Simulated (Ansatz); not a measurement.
Geometry optimisation, Ansatz, RKS LDA/def2-mTZVP.

The input (input.yaml):

```yaml
crystal:
  periodic: [false, false, false]
  atoms:
    - { symbol: Al, position_ang: [-0.07488, -0.02529, -0.03182] }
    - { symbol: Se, position_ang: [1.82346, 0.65452, 0.91145] }
    - { symbol: H, position_ang: [-1.13661, 0.86607, -0.76295] }
    - { symbol: H, position_ang: [-0.61197, -1.4953, -0.11668] }
total_charge: -1
basis:
  gaussian: { orbitals: def2-mTZVP }
hamiltonian:
  xc: lda
relax:
  f_tol: 0.02
  max_steps: 40
scf:
  lower_state_search: "off"
output:
  orbitals: {}
```

Command:

```bash
$ ansatz run input.yaml --threads 1 --pin off --max-ram 2048MiB --backend cpu --events-out ev --progress --plain --runs-dir out
```

Question: Where does it end, and by what steps?

Answer: The forces met the threshold. Limits of this set-up: an anion without diffuse functions, the dipole of an ion depends on the origin. After 3 steps the energy has fallen by 0.064 eV; H3 moved furthest, 0.08 Å.

| step | energy less start (eV) | largest force component (eV/Å) | accepted |
| --- | --- | --- | --- |
| 0 | 0.0000 | 0.861 | yes |
| 1 | -0.0580 | 0.271 | yes |
| 2 | -0.0533 | 0.558 | no |
| 3 | -0.0637 | 0.020 | yes |

```xyz
4
Properties=species:S:1:pos:R:3
Al -0.068 -0.024 -0.034
Se 1.821 0.654 0.912
H -1.156 0.942 -0.783
H -0.597 -1.572 -0.095
```

Whether the end is a true minimum wasn't checked by a vibrational analysis.

Run time: 3.2 s on 1 thread of Arm Neoverse V1, on a shared host, peak memory 0.098 GiB.
